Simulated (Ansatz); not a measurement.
`FC(F)(F)C(F)(F)C(F)(F)C(F)(F)C(F)(F)C(F)(F)C(F)(F)C(F)(F)CC[Si](Cl)(Cl)Cl` with charge +1. The state is a doublet with charge 1. Geometry PBE-D4/def2-SVP, that of the neutral singlet; atoms count from 1.

Cartesian coordinates in Å:
```
F 3.148 4.081 -4.669
C 2.563 3.669 -3.534
F 3.154 4.280 -2.495
F 1.265 4.012 -3.570
C 2.717 2.121 -3.424
F 1.967 1.554 -4.396
F 4.022 1.830 -3.648
C 2.361 1.445 -2.050
F 2.523 0.114 -2.248
F 3.255 1.864 -1.127
C 0.918 1.728 -1.505
F 0.021 1.602 -2.511
F 0.914 3.007 -1.055
C 0.487 0.769 -0.341
F 1.408 0.867 0.649
F 0.462 -0.497 -0.819
C -0.935 1.076 0.241
F -1.045 2.405 0.492
F -1.858 0.730 -0.683
C -1.294 0.365 1.600
F -0.531 0.906 2.582
F -2.595 0.695 1.839
C -1.174 -1.185 1.684
F -1.749 -1.717 0.561
F 0.158 -1.501 1.660
C -1.827 -1.751 2.934
C -1.537 -3.240 3.157
Si -2.290 -4.498 1.975
Cl -2.415 -6.298 2.992
Cl -4.202 -3.920 1.435
Cl -1.154 -4.825 0.286
H -1.449 -1.163 3.795
H -2.915 -1.559 2.857
H -1.929 -3.535 4.153
H -0.444 -3.430 3.185
```

Single mean-field runs in def2-TZVP are fitted with def2-universal-jkfit.

Question: Estimate the Mulliken populations of the heavy atoms from the PBE0/def2-TZVP orbitals of Ansatz.

Answer: 
| atom | charge (e) | spin (α − β) |
| --- | --- | --- |
| F1 | -0.11 | 0.00 |
| C2 | 0.40 | 0.01 |
| F3 | -0.12 | 0.00 |
| F4 | -0.13 | 0.00 |
| C5 | 0.28 | 0.02 |
| F6 | -0.12 | 0.01 |
| F7 | -0.11 | 0.01 |
| C8 | 0.28 | 0.02 |
| F9 | -0.11 | 0.02 |
| F10 | -0.11 | 0.02 |
| C11 | 0.27 | 0.02 |
| F12 | -0.12 | 0.02 |
| F13 | -0.11 | 0.02 |
| C14 | 0.26 | 0.02 |
| F15 | -0.12 | 0.01 |
| F16 | -0.12 | 0.01 |
| C17 | 0.31 | 0.02 |
| F18 | -0.11 | 0.02 |
| F19 | -0.11 | 0.02 |
| C20 | 0.33 | 0.02 |
| F21 | -0.12 | 0.02 |
| F22 | -0.13 | 0.01 |
| C23 | 0.27 | 0.02 |
| F24 | -0.16 | 0.01 |
| F25 | -0.16 | 0.01 |
| C26 | -0.27 | 0.01 |
| C27 | -0.35 | 0.09 |
| Si28 | 0.59 | -0.02 |
| Cl29 | -0.02 | 0.16 |
| Cl30 | -0.05 | 0.13 |
| Cl31 | 0.00 | 0.22 |
Mulliken values and Mayer orders depend strongly on the basis.

Question: Where does the spin sit?

Answer: Summed by element: F 0.22, C 0.26, Si -0.02, Cl 0.51, H 0.03, of 1 unpaired in all. Largest on single atoms: Cl31 0.22, Cl29 0.16, Cl30 0.13.

Question: And the Mayer bond orders between bonded heavy atoms (over 0.3)?

Answer: F1–C2 1.18 (1.34 Å); C2–F3 1.16 (1.34 Å); C2–F4 1.14 (1.34 Å); C2–C5 0.96 (1.56 Å); C5–F6 1.13 (1.35 Å); C5–F7 1.13 (1.36 Å); C5–C8 0.92 (1.57 Å); C8–F9 1.12 (1.35 Å); C8–F10 1.15 (1.35 Å); C8–C11 0.93 (1.57 Å); C11–F12 1.11 (1.35 Å); C11–F13 1.12 (1.36 Å); C11–C14 0.90 (1.57 Å); C14–F15 1.11 (1.36 Å); C14–F16 1.10 (1.35 Å); C14–C17 0.95 (1.57 Å); C17–F18 1.13 (1.36 Å); C17–F19 1.14 (1.35 Å); C17–C20 0.92 (1.57 Å); C20–F21 1.13 (1.36 Å); C20–F22 1.08 (1.36 Å); C20–C23 0.95 (1.56 Å); C23–F24 1.06 (1.37 Å); C23–F25 1.05 (1.37 Å); C23–C26 0.99 (1.52 Å); C26–C27 0.99 (1.53 Å); C27–Si28 0.99 (1.88 Å); Si28–Cl29 1.21 (2.07 Å); Si28–Cl30 1.20 (2.07 Å); Si28–Cl31 1.18 (2.06 Å).
